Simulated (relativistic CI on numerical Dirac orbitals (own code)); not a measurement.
Computed by Dirac-Coulomb-Breit CI, orbitals from a KLI potential per configuration, QED by a radiative potential, unscaled Slater integrals (own radial code, finite nucleus).

Configuration list (outside the closed core [Ne]): 3s2 3p3, 3s 3p4, 3s2 3p2 3d, 3p5, 3s 3p3 3d, 3p4 3d, 3s 3p2 3d2, 3s2 3p 3d 4p, 3s2 3p2 4s, 3p4 4s, 3p4 4p, 3s 3p2 3d 4s, 3s2 3p2 4p, 3s2 3p2 4d, 3s 3p3 4s, 3s2 3p2 4f, 3p3 3d 4p, 3s 3p3 4p, 3s 3p3 4d, 3s 3p3 4f, 3s2 3p2 5s, 3s2 3p2 5p, 3s2 3p 4s 4p, 3s2 3p2 5d, 3s2 3p2 5f, 3s2 3p2 5g, 3s 3p2 4s2, 3s 3p3 5s, 3s2 3p 3d2, 3s2 3d3, 3s 3p 3d3, 3s2 3d2 4s, 3s2 3d2 4p, 3s2 3d2 4d, 3p3 3d2, 3p2 3d3, 3p2 3d2 4s, 3p2 3d2 4p, 3p2 3d2 4d, 3s2 3p 3d 4s, 3s 3p 3d2 4s, 3s2 3d 4s2, 3s2 3d 4s 4p, 3s2 3d 4s 4d, 3s 3p2 3d 4p, 3s 3p 3d2 4p, 3s 3p 3d 4s 4p, 3s 3p 3d 4p2, 3s 3p 3d 4p 4d, 3p3 3d 4s, 3p2 3d 4s2, 3p2 3d 4s 4p, 3p2 3d 4s 4d, 3s2 3p 4s2, 3s 3p 3d 4s2, 3s2 4s2 4p, 3s2 4s2 4d, 3s2 3p 4p2, 3s2 3d 4p2, 3s2 4s 4p2, 3s2 4p3, 3s2 4p2 4d, 3s 3p2 4s 4p, 3s 3p 4s2 4p, 3s 3p 4s 4p2, 3s 3p 4s 4p 4d. Double excitations out of closed p, d and f shells are left out; levels of such configurations are missing from the list, as are those of other unlisted configurations, and high levels can miss mixing partners. These lack a partner that the ground configuration has and come out too high: 3s2 3p2 4f, 3s 3p3 4d, 3s 3p3 4f, 3s2 3p2 5s, 3s2 3p2 5p.

At this charge energies of transitions that change n are usually good to better than 1 %, and those within a shell (Δn = 0) to a few per cent.

Outline of the computed level scheme of Se XX. Lowest level of each configuration: 3s2 3p3 4S°_3/2 at 0.000 eV; 3s 3p4 4P_5/2 at 56.720 eV; 3s2 3p2 3d 2P_3/2 at 80.153 eV; 3s 3p3 3d 6D°_1/2 at 127.970 eV.

Some strong electric-dipole decays among the lowest 45 levels: 3s2 3p2 3d 2F_7/2 → 3s2 3p3 2D°_5/2 (1.8e+11 s⁻¹); 3s2 3p2 3d 2D_5/2 → 3s2 3p3 2P°_3/2 (1.5e+11 s⁻¹); 3s2 3p2 3d 4P_1/2 → 3s2 3p3 4S°_3/2 (1.5e+11 s⁻¹); 3s2 3p2 3d 4P_5/2 → 3s2 3p3 4S°_3/2 (1.3e+11 s⁻¹); 3s2 3p2 3d 4P_3/2 → 3s2 3p3 4S°_3/2 (1.3e+11 s⁻¹); 3s2 3p2 3d 2S_1/2 → 3s2 3p3 2P°_3/2 (1.2e+11 s⁻¹); 3s2 3p2 3d 2P_1/2 → 3s2 3p3 2P°_1/2 (1.1e+11 s⁻¹); 3s2 3p2 3d 2D_3/2 → 3s2 3p3 2D°_3/2 (1.1e+11 s⁻¹).

LS names give the leading component of a level, which can be under half, so a name can repeat, a term be missing and a line seem to break the LS rules.
